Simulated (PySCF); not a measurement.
Si(H)2(Me)(NHMe) (C₂H₉NSi), SMILES CN[SiH2]C.

Geometry: B3LYP-D3(BJ)/def2-SVP. Other conformers were not sampled.

Method: PBE/def2-TZVP (PySCF).

Gas-phase values at a fixed geometry.

The total energy is -425.61358 hartree. The highest occupied level is -5.25 eV and the lowest empty level is 0.04 eV. The orbital gap comes out as 5.29 eV, the dipole moment comes out as 0.90 D and the quadrupole, principal values (traceless, Buckingham form, about the centre of nuclear charge) is -4.01, -0.25, 4.26 D·Å. The mean static polarisability is 62.0 bohr³ (9.19 Å³) and the polarisability, principal values comes out as 55.7, 61.1, 69.3 bohr³.
